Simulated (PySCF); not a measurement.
## Unknown compound

An unknown has the formula C2H12NPSi4. Its calculated NMR data are:

1H NMR (400 MHz, computed): δ 4.70 (s, 6H), 3.64 (m, 3H), 2.78 (s, 1H), 1.95 (m, 2H).

13C{1H} NMR (computed): δ 108.3 (CH), 89.4 (C).

Computational details: structure optimised with PBE0-D3(BJ)/def2-SVP, PBE0/pcSseg-1 with gauge-including orbitals, in PySCF 2.14.0 with density-fitted response routines (a single conformation, isolated molecule, no relativistic terms, one averaged value for each set of equivalent atoms).

Chemical shifts δ = σref − σ; TMS for 1H, 13C, all at this level.

Propose a structure and justify it.

Results:


1. 2 carbon signals for 2 carbons: no two carbons are equivalent.
2. Carbon types of the structure: 1 × C, 1 × CH, leaving 11 H on heteroatoms.
3. δC 108.3: terminal alkyne carbon.
4. δC 89.4: alkyne carbon; the triple bond shields along its axis, which puts it between sp3 and sp2 carbons.
5. δH 4.70: hydrogen on a silicon bonded to N.
6. δH 3.64: hydrogen on a silicon bonded to Si.
7. δH 2.78: hydrogen on a terminal alkyne carbon; it lies on the axis of the triple bond, in its shielding cone.
8. δH 1.95: hydrogen on a phosphorus bonded to Si.

Structure: `C#C[Si@]([SiH3])(P)N([SiH3])[SiH3]`.

The data come from this structure; uniqueness wasn't tested.

Splittings by 31P in the carbon and heteronuclear signals aren't shown, as no couplings were computed. Shifts are as computed. Against solution values, carbons near 30 ppm lie about +2 ppm off and those near 130 ppm about +5 ppm. Of 1211 compounds with measured shifts, 218 miss one by over three times the rms of a fit or turn the order of signals round; such compounds aren't used in these exercises. Multiplicities follow the n + 1 count of equivalent neighbours, as no J values were calculated; m marks all less simple cases, F and P coupling included.
